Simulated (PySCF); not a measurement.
Ge(Cl)(OH) (ClGeHO), SMILES [Cl][Ge][OH] (connectivity only; charge and spin as stated), neutral, multiplicity 1. The structure is a stationary point at ωB97X-D3(BJ)/def2-TZVP. Other conformers were not sampled.

PySCF with TDDFT-B3LYP/def2-SVPD puts the lowest singlet excitations at 4.27, 5.09, 5.48, 6.36, 6.72, 6.81 eV.

Q: What are the lowest excitation roots from ADC(2)/aug-cc-pVDZ in PySCF? (Estimate from the structure and the level; the computed values follow.)

A: 4.30, 5.67, 5.82, 6.27, 6.59, 6.99 eV. S1 differs by 0.03 eV (second minus first; roots are paired by order, and the bases may differ).
